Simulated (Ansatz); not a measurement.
`C/C([SiH3])=C\N` → 3 C• + 9 H• + N• + Si•  (atomization)

Isolated molecules relaxed with PBE0-D4/def2-TZVP in Ansatz; ΔE leaves out vibrations. CBS: MP2 limit from def2 TZ/QZ plus the TZ coupled-cluster correction, frozen cores. This one scheme is used for every species, atoms too. DFT in def2-TZVPP. No spin–orbit coupling; open shells (•) take unrestricted orbitals. Spin–orbit coupling would lower the free atoms: a little for C, Si. One conformer a species, not always the lowest.

**Question.** What is ΔE at CCSD(T)/CBS? (Estimate.)

**Answer.** The calculation gave: +53.98 eV.

**Question.** What do these levels give: PBE0-D4, B2PLYP, MP2/def2-TZVPP, CCSD(T)/def2-TZVPP, HF/def2-QZVPP, MP2/CBS(def2)? (Best estimate.)

**Answer.** The calculation gave: PBE0-D4 54.24, B2PLYP 53.52, MP2/def2-TZVPP 53.09, CCSD(T)/def2-TZVPP 52.62, HF/def2-QZVPP 39.67, MP2/CBS(def2) 54.45 eV.

Largest T1 diagnostic among the species: 0.012.

The D4 term adds +0.47 eV with B3LYP and +0.25 eV with PBE0; it sums over pairs of atoms, weighted by their polarisabilities, and B3LYP, whose exchange is more repulsive, gets the larger term. From PBE to PBE0 (25 % exact exchange), in def2-TZVPP and without D4, ΔE moves by −0.75 eV: exact exchange takes away binding that semilocal exchange gives to molecules. In def2-TZVPP, CCSD(T) changes the Hartree–Fock value by +13.02 eV (the triples alone add +0.73 eV) and MP2 by +13.49 eV; breaking electron pairs costs correlation energy, which Hartree–Fock lacks.

B3LYP here is the variant with VWN-RPA as its local correlation; programs differ in this.

For atomizations the MP2-based limit and the directly extrapolated one differ by several kJ/mol either way, and by 10 to 25 for some Ge, Se and Sn compounds, so smaller differences from it don't rank the levels.
